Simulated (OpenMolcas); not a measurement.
## d8 ions of charge +2 down a group on the Ca site of CsCaF3

| Quantity | Value |
| --- | --- |
| Program | OpenMolcas |
| Method | CASSCF |
| Spin-orbit coupling | state interaction with AMFI integrals over the reference wave functions |

The d shell is active. Each dopant is a cluster with its nearest anions in model potentials and point charges, with no relaxation. Distances were set from a Shannon-type radius of the metal (high-spin where two are listed) plus a fixed donor radius (F 1.31 Å), in hosts weighted 0.65 to 0.35 with the host's distance in the model lattice. Ligand basis ANO-RCC-VDZP, DKH2 Hamiltonian. States (labels of O, the rotations of Oh). Energies in cm-1 above the lowest state or level, χT in cm3 K/mol; 10Dq and B are least-squares fits to the states below 45000 cm-1, weighted by degeneracy, with a free offset, and given where the rms deviation is under 5 % of |10Dq| (or 100 cm-1) and under 700 cm-1. Spin-only χT is S(S+1) / 2 for the spin of the ground state.

| Ion | Shell | R (Å) | Metal basis | Ground state | First state of that spin | 10Dq | B (rms of fit) | First gap with spin-orbit (degeneracies) | χT at 300 K | First state of another spin | Spin-only χT |
| --- | --- | --- | --- | --- | --- | --- | --- | --- | --- | --- | --- |
| Ni2+ | 3d8 | 2.092 | ANO-RCC-VTZP | 3A2 | 3T2 5128 | 4997 | 1293 (66) | 4857 (3, 2) | 1.594 | 1E 18589 | 1.000 |
| Pd2+ | 4d8 | 2.203 | ANO-RCC-VTZP | 3A2 | 3T2 10191 | 10273 | 896 (57) | 9242 (3, 2) | 1.541 | 1E 13877 | 1.000 |
| Pt2+ | 5d8 | 2.164 | ANO-RCC-VTZP | 3A2 | 3T2 15409 | 15464 | 793 (60) | 9891 (3, 2) | 1.800 | 1E 12656 | 1.000 |

|10Dq| changes by factors of 10273 / 4997 = 2.06 from Ni2+ to Pd2+, 15464 / 10273 = 1.51 from Pd2+ to Pt2+.

B goes from 1293 cm-1 (Ni2+) to 793 cm-1 (Pt2+).

Every ion keeps the highest spin of its shell. χT departs most from the spin-only value for Pt2+, by +0.800 cm3 K/mol.

Without dynamic correlation the repulsion within the d shell is too large (B by tens of per cent), so at a given field states of lower spin stand too high. Ligand-to-metal charge-transfer states are missing. With no ligand orbital active B as a rule stays too high, so bands that hang on it stand too high and its fall with covalency is understated. With metal d orbitals alone and no dynamic correlation 10Dq can be off by a tenth to a fifth, either way, in oxide and fluoride hosts (holds for Ni2+). Real 4d8 and 5d8 ions are as a rule square planar and diamagnetic (holds for Pd2+; Pt2+). With metal d orbitals alone the field can be off either way by tens of per cent (holds for Pd2+; Pt2+). No measured value stands beside these numbers; the geometry was set by hand and not optimised.
